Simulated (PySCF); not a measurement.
fluoromethane (CH3F), singlet, geometry from GFN2-xTB; HF/6-31G*, TDHF in PySCF.

The PySCF input:
```python
from pyscf import gto, scf, tdscf

mol = gto.Mole()
mol.atom = '''
    C    -0.613253    0.109706    0.058340
    F     0.723739   -0.129472   -0.068851
    H    -0.887410   -0.048861    1.101904
    H    -0.802105    1.141551   -0.239927
    H    -1.144622   -0.585684   -0.592360
'''
mol.basis = '6-31g*'
mol.charge = 0
mol.spin = 0
mol.verbose = 4
mol.build()

mf = scf.RHF(mol)
mf.kernel()
td = mf.TDHF()
td.nstates = 5
td.kernel()
td.analyze()
```

It wrote (shortened):

```
PySCF version 2.14.0

[INPUT] verbose = 4
[INPUT] num. atoms = 5
[INPUT] num. electrons = 18
[INPUT] charge = 0
[INPUT] spin (= nelec alpha-beta = 2S) = 0
[INPUT] symmetry False subgroup None
[INPUT] Mole.unit = angstrom
[INPUT] Symbol           X                Y                Z      unit          X                Y                Z       unit  Magmom
[...]
nuclear repulsion = 37.7337470799636
number of shells = 18
number of NR pGTOs = 66
number of NR cGTOs = 34
basis = 6-31g*
ecp = {}

******** <class 'pyscf.scf.hf.RHF'> ********
method = RHF
initial guess = minao
damping factor = 0
level_shift factor = 0
DIIS = <class 'pyscf.scf.diis.CDIIS'>
diis_start_cycle = 1
diis_space = 8
diis_damp = 0
SCF conv_tol = 1e-09
SCF conv_tol_grad = None
SCF max_cycles = 50
direct_scf = True
direct_scf_tol = 1e-13
Set gradient conv threshold to 3.16228e-05
Initial guess from minao.
init E= -139.019675360109
[...]
cycle= 1 E= -138.984028742768  delta_E= 0.0356  |g|= 0.48  |ddm|= 1.63
[...]
cycle= 2 E= -139.020433909694  delta_E= -0.0364  |g|= 0.272  |ddm|= 0.403
[...]
cycle= 3 E= -139.032407630811  delta_E= -0.012  |g|= 0.03  |ddm|= 0.151
[...]
cycle= 4 E= -139.032688978179  delta_E= -0.000281  |g|= 0.00767  |ddm|= 0.0276
[...]
cycle= 5 E= -139.032707255404  delta_E= -1.83e-05  |g|= 0.00202  |ddm|= 0.00817
[...]
cycle= 6 E= -139.032709394561  delta_E= -2.14e-06  |g|= 0.000465  |ddm|= 0.00331
[...]
cycle= 7 E= -139.032709509074  delta_E= -1.15e-07  |g|= 5.9e-05  |ddm|= 0.000853
[...]
cycle= 8 E= -139.032709510753  delta_E= -1.68e-09  |g|= 4.41e-06  |ddm|= 0.000113
[...]
cycle= 9 E= -139.032709510762  delta_E= -8.81e-12  |g|= 6.6e-07  |ddm|= 7.83e-06
[...]
Extra cycle  E= -139.032709510762  delta_E= -2.84e-13  |g|= 2.09e-07  |ddm|= 1.04e-06
converged SCF energy = -139.032709510762

******** <class 'pyscf.tdscf.rhf.TDHF'> for <class 'pyscf.scf.hf.RHF'> ********
nstates = 5 singlet
deg_eia_thresh = 1.000e-03
wfnsym = None
conv_tol = 1e-05
eigh lindep = 1e-12
eigh level_shift = 0
eigh max_cycle = 100

Excitation energies (eV)
[12.30258086 12.30258362 13.64872242 13.64872725 14.65098496]

** Singlet excitation energies and oscillator strengths **
Excited State   1:     12.30258 eV    100.78 nm  f=0.0273
       9 -> 10       -0.40298
       9 -> 13        0.55649
       9 -> 16       -0.11320
Excited State   2:     12.30258 eV    100.78 nm  f=0.0273
       8 -> 10        0.40298
       8 -> 13       -0.55649
       8 -> 16        0.11320
Excited State   3:     13.64872 eV     90.84 nm  f=0.3749
       6 -> 10        0.12620
       9 -> 10       -0.55250
       9 -> 13       -0.37799
Excited State   4:     13.64873 eV     90.84 nm  f=0.3749
       5 -> 10        0.12620
       8 -> 10       -0.55250
       8 -> 13       -0.37799
Excited State   5:     14.65098 eV     84.63 nm  f=0.0000
       8 -> 11       -0.48979
       9 -> 12       -0.48979

** Transition electric dipole moments (AU) **
state          X           Y           Z        Dip. S.      Osc.
  1        -0.0372     -0.2725      0.1216      0.0904      0.0273
  2         0.0467      0.1157      0.2736      0.0904      0.0273
  3        -0.1234     -0.9403      0.4710      1.1212      0.3749
  4        -0.1702     -0.4501     -0.9432      1.1212      0.3749
  5        -0.0000      0.0000     -0.0000      0.0000      0.0000

** Transition velocity dipole moments (imaginary part, AU) **
state          X           Y           Z        Dip. S.      Osc.
  1        -0.0100     -0.0732      0.0326      0.0065      0.0096
  2         0.0125      0.0311      0.0735      0.0065      0.0096
  3        -0.0627     -0.4777      0.2393      0.2894      0.3847
  4        -0.0865     -0.2287     -0.4792      0.2894      0.3847
  5        -0.0000      0.0000     -0.0000      0.0000      0.0000

** Transition magnetic dipole moments (imaginary part, AU) **
state          X           Y           Z
  1        -0.1801     -0.4460     -1.0545
  2        -0.1433     -1.0503      0.4687
  3        -0.1198     -0.3167     -0.6636
  4         0.0868      0.6616     -0.3314
  5        -0.8837      0.1581      0.0841
```
